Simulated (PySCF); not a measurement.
# Zn+ (zinc, charge +1) across methods

[Ar] 3d10 4p1, 2P determinant (an excited configuration). All numbers are calculated (PySCF 2.14, the spin-free X2C one-electron Hamiltonian (Gaussian nucleus), in x2c-TZVPPall). The B2PLYP total includes its PT2 part (frozen core); its orbital energies are those of the SCF part.

| method | E (hartree) | mean ε 3d α (eV) | mean ε 3d β (eV) | mean ε 4p α (eV) | Σ⟨r²⟩ (bohr²) | ⟨S²⟩ |
| --- | --- | --- | --- | --- | --- | --- |
| HSE06 | -1795.089 | -23.640 | -23.556 | -9.341 | 24.92 | 0.753 |
| LDA | -1792.311 | -21.596 | -21.483 | -9.102 | 24.91 | 0.752 |
| PBE | -1795.075 | -21.233 | -21.124 | -9.078 | 25.02 | 0.753 |
| r2SCAN0 | -1795.259 | -24.298 | -24.229 | -9.831 | 24.83 | 0.754 |
| M06-L | -1795.255 | -21.235 | -21.172 | -8.948 | 24.88 | 0.757 |
| r2SCAN | -1795.302 | -21.499 | -21.405 | -9.262 | 24.90 | 0.755 |
| PBE0 | -1795.083 | -24.062 | -23.980 | -9.711 | 24.93 | 0.753 |
| UHF | -1793.75312 | -31.745 | -31.752 | -11.101 | 24.94 | 0.753 |

Problem. Estimate the same row for B2PLYP.

Solution. E (hartree) = -1795.038; mean ε 3d α (eV) = -26.956; mean ε 3d β (eV) = -26.904; mean ε 4p α (eV) = -10.188; Σ⟨r²⟩ (bohr²) = 24.90; ⟨S²⟩ = 0.753.
